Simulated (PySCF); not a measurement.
ClGeI (SMILES [Cl][Ge][I]), singlet, geometry from GFN2-xTB (core potentials on I); CAMB3LYP/def2-SVP, polarisability run with PySCF.

Input for PySCF:
```python
from pyscf import gto, scf, dft
from pyscf.prop import polarizability

mol = gto.Mole()
mol.atom = '''
    Ge    0.50513499    0.58567599    1.05588004
    Cl    1.33515396    2.03340918   -0.30675896
    I    -0.73324409   -1.00584128   -0.53911810
'''
mol.basis = 'def2-svp'
mol.ecp = {'I': 'def2-svp'}
mol.verbose = 4
mol.build()

mf = dft.RKS(mol)
mf.xc = 'camb3lyp'
mf.kernel()
alpha = mf.Polarizability().polarizability()[2, 2]
print('alpha_zz =', alpha)
```

Problem. Write the output that PySCF gives for this input, abridged.

Solution. 
```
site-packages/pyscf/prop/efg/rhf.py:45: UserWarning: Module EFG is under testing
  warnings.warn('Module EFG is under testing')
site-packages/pyscf/prop/efg/dhf.py:30: UserWarning: Module EFG is under testing
  warnings.warn('Module EFG is under testing')
site-packages/pyscf/prop/zfs/uhf.py:40: UserWarning: Module ZFS is under testing
  warnings.warn('Module ZFS is under testing')
site-packages/pyscf/prop/gtensor/uhf.py:43: UserWarning: Module g-tensor is under testing
  warnings.warn('Module g-tensor is under testing')
site-packages/pyscf/prop/gtensor/uks.py:41: UserWarning: Module g-tensor is under testing
  warnings.warn('Module g-tensor is under testing')
site-packages/pyscf/prop/hfc/uks.py:35: UserWarning: Module HFC is under testing
  warnings.warn('Module HFC is under testing')
site-packages/pyscf/prop/magnetizability/rhf.py:39: UserWarning: Module magnetizability is under testing
  warnings.warn('Module magnetizability is under testing')
site-packages/pyscf/prop/magnetizability/uhf.py:37: UserWarning: Module magnetizability is under testing
  warnings.warn('Module magnetizability is under testing')
site-packages/pyscf/prop/magnetizability/rks.py:37: UserWarning: Module magnetizability is under testing
  warnings.warn('Module magnetizability is under testing')
site-packages/pyscf/prop/magnetizability/uks.py:39: UserWarning: Module magnetizability is under testing
  warnings.warn('Module magnetizability is under testing')
site-packages/pyscf/prop/polarizability/uhf.py:34: UserWarning: Module polarizability is under testing
  warnings.warn('Module polarizability is under testing')
site-packages/pyscf/prop/polarizability/rks.py:29: UserWarning: Module polarizability is under testing
  warnings.warn('Module polarizability is under testing')
site-packages/pyscf/prop/polarizability/uks.py:29: UserWarning: Module polarizability is under testing
  warnings.warn('Module polarizability is under testing')
PySCF version 2.14.0

[INPUT] verbose = 4
[INPUT] num. atoms = 3
[INPUT] num. electrons = 74
[INPUT] charge = 0
[INPUT] spin (= nelec alpha-beta = 2S) = 0
[INPUT] symmetry False subgroup None
[INPUT] Mole.unit = angstrom
[INPUT] Symbol           X                Y                Z      unit          X                Y                Z       unit  Magmom
[...]
nuclear repulsion = 359.325556249978
number of shells = 30
number of NR pGTOs = 171
number of NR cGTOs = 76
basis = def2-svp
ecp = {'I': 'def2-svp'}

******** <class 'pyscf.dft.rks.RKS'> ********
method = RKS
initial guess = minao
damping factor = 0
level_shift factor = 0
DIIS = <class 'pyscf.scf.diis.CDIIS'>
diis_start_cycle = 1
diis_space = 8
diis_damp = 0
SCF conv_tol = 1e-09
SCF conv_tol_grad = None
SCF max_cycles = 50
direct_scf = True
direct_scf_tol = 1e-13
XC library pyscf.dft.libxc version 7.1.2
    S. Lehtola, C. Steigemann, M. J. T. Oliveira, and M. A. L. Marques,  SoftwareX 7, 1–5 (2018)
XC functionals = camb3lyp
    T. Yanai, D. P. Tew, and N. C. Handy,  Chem. Phys. Lett. 393, 51 (2004)
radial grids:
    Treutler-Ahlrichs [JCP 102, 346 (1995); DOI:10.1063/1.469408] (M4) radial grids

becke partition: Becke, JCP 88, 2547 (1988); DOI:10.1063/1.454033
pruning grids: <function nwchem_prune>
grids dens level: 3
symmetrized grids: False
atomic radii adjust function: <function treutler_atomic_radii_adjust>
small_rho_cutoff = 0
Set gradient conv threshold to 3.16228e-05
Initial guess from minao.
tot grids = 61480
init E= -2802.89163362686
[...]
cycle= 1 E= -2832.9763473179  delta_E= -30.1  |g|= 2.91  |ddm|= 8.47
[...]
cycle= 2 E= -2828.99820135829  delta_E= 3.98  |g|= 3.32  |ddm|= 8.84
[...]
cycle= 3 E= -2834.11471106195  delta_E= -5.12  |g|= 1.16  |ddm|= 7.03
[...]
cycle= 4 E= -2834.68658453098  delta_E= -0.572  |g|= 0.278  |ddm|= 2.51
[...]
cycle= 5 E= -2834.70330315928  delta_E= -0.0167  |g|= 0.169  |ddm|= 0.711
[...]
cycle= 6 E= -2834.71018726242  delta_E= -0.00688  |g|= 0.0317  |ddm|= 0.194
[...]
cycle= 7 E= -2834.71054025071  delta_E= -0.000353  |g|= 0.0112  |ddm|= 0.048
[...]
cycle= 8 E= -2834.71060068338  delta_E= -6.04e-05  |g|= 0.00266  |ddm|= 0.027
[...]
cycle= 9 E= -2834.71060309343  delta_E= -2.41e-06  |g|= 0.000991  |ddm|= 0.00476
[...]
cycle= 10 E= -2834.71060358108  delta_E= -4.88e-07  |g|= 0.000273  |ddm|= 0.00203
[...]
cycle= 11 E= -2834.71060365896  delta_E= -7.79e-08  |g|= 9.75e-05  |ddm|= 0.00111
[...]
cycle= 12 E= -2834.7106036672  delta_E= -8.24e-09  |g|= 2.71e-05  |ddm|= 0.000293
[...]
cycle= 13 E= -2834.71060366846  delta_E= -1.26e-09  |g|= 5.29e-06  |ddm|= 0.000151
[...]
cycle= 14 E= -2834.7106036685  delta_E= -3.64e-11  |g|= 1.59e-06  |ddm|= 2.16e-05
[...]
Extra cycle  E= -2834.7106036685  delta_E= -4.55e-12  |g|= 9.72e-07  |ddm|= 5.35e-06
converged SCF energy = -2834.7106036685
Isotropic polarizability 63.4458733903
Polarizability anisotropy 15.0216675485
alpha_zz = 62.27747402792577
```
